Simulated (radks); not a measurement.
Excited configurations of Sb3+: one electron is placed in a higher orbital outside [Kr] 4d10 5s1. The ground configuration is [Kr] 4d10 5s2. Calculated with a radial shooting solver on a logarithmic mesh with Libxc functionals: Dirac Kohn-Sham, LDA (Slater exchange, Perdew-Wang correlation), spin-unpolarised, spherical densities, finite nucleus; open shells fill j = l - 1/2 first; Fermi nuclear charge, rms radius 4.6802 fm. Excitation = E - E(ground); binding = E(ion) - E, where the ion is the core of charge +4; n* = 4/sqrt(2 binding) in atomic units, and the quantum defect is n - n*.

outer orbital  excitation (eV)  binding (eV)     n*  quantum defect  eigenvalue (eV)  <r> (bohr)
4f5/2                   28.918        15.891  3.701           0.299          -12.694       3.302
5p1/2                    9.434        35.375  2.481           2.519          -30.624       2.282
5d3/2                   23.072        21.737  3.165           1.835          -18.505       3.170
5f5/2                   34.145        10.664  4.518           0.482           -9.084       6.058
6s1/2                   24.313        20.496  3.259           2.741          -18.190       4.104
6p1/2                   27.417        17.393  3.538           2.462          -15.377       4.612
6d3/2                   32.299        12.510  4.172           1.828          -10.992       5.995
6f5/2                   37.408         7.401  5.423           0.577           -6.471       9.578
7s1/2                   32.735        12.075  4.246           2.754          -10.789       6.920
7p1/2                   34.183        10.626  4.526           2.474           -9.475       7.638
7f5/2                   39.416         5.393  6.353           0.647           -4.781       13.85

Estimate the row for 7d3/2.

Answer. excitation (eV) 36.610; binding (eV) 8.200; n* 5.153; quantum defect 1.847; eigenvalue (eV) -7.294; <r> (bohr) 9.486. The Delta-SCF ionisation energy is 44.809 eV (NIST Atomic Spectra Database: 43.80 eV, measured). Self-interaction in the functional shifts the binding energies and quantum defects, so they are the method's values and not measured ones. Spin polarisation and multiplet splitting are left out, so open shells lie too high by an amount that depends on their filling.

Beside tabulated values, note that spin-unpolarised runs miss the spin-polarisation part of the exchange energy of open shells.
